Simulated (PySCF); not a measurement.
Compound: B2Br2FH5P2.
Atom-mapped SMILES: `[F:1][B@-:2]1([Br:3])[PH2+:4][B@H-:5]([Br:6])[PH2+:7]1` (hydrogens: H8, H9 on P4; H10 on B5; H11, H12 on P7)

Level: CAM-B3LYP/def2-SVPD in PySCF, non-relativistic, on one gas-phase PBE0-D3(BJ)/def2-SVP geometry that isn't relaxed in the solvent. The solvent is an IEF-PCM continuum (van der Waals radii × 1.2). Only the electrostatic response of the medium enters. Spin–orbit coupling is left out although an atom past zinc is present.

Gas phase at CAM-B3LYP/def2-SVPD: HOMO -8.81 eV, LUMO -0.30 eV, dipole 1.09 D.

Question: What does the continuum do to the energy, the frontier levels and the dipole at CAM-B3LYP/def2-SVPD in chloroform and methanol?

Answer: 
```
   solvent      ε  E(solvent) − E(gas) (kcal/mol)  polarisation term (kcal/mol)  distortion of the solute (kcal/mol)  HOMO (eV)  LUMO (eV)  dipole (D)
chloroform  4.711                           -7.19                         -8.29                                 1.10      -8.68       0.10        1.60
  methanol  32.61                           -9.83                        -11.95                                 2.12      -8.65       0.22        1.88
```

The polarisation term is half the interaction of the solute with the surface charges that it induces; the rest is the cost of distorting the solute's density. The sum is the electrostatic part of solvation alone. From chloroform to methanol the lowering changes by a factor 1.37, Onsager's factor (ε − 1)/(2ε + 1) by 1.34 and ε itself by 6.9.

Question: Which radius a makes the point-dipole formula ΔE = −[(ε − 1)/(2ε + 1)]·μ²/a³ give the value in methanol, with the gas-phase dipole?

Answer: μ = 0.430 au and |ΔE| = 0.01567 Eh give a = 0.94 Å; the farthest nucleus lies 3.12 Å from the centroid of the nuclei, so such a sphere wouldn't even hold the nuclei. The formula assumes a rigid point dipole at the centre of a sphere.

Question: How does the static polarisability (CAM-B3LYP/def2-SVPD, frozen core, with the continuum's full static response) change?

Answer: 
```
    medium  isotropic (au)  principal values (au)  ⟨r²⟩ of the electrons (bohr²)
       gas           122.8    102.3, 118.7, 147.4                         2956.3
chloroform           158.2    133.3, 157.2, 184.0                         2958.4
  methanol           176.3    151.2, 178.2, 199.4                         2959.3
```

The isotropic value in methanol is 1.44 times the gas-phase one; no cavity-field correction is applied. ⟨r²⟩ is taken about the centre of nuclear charge.
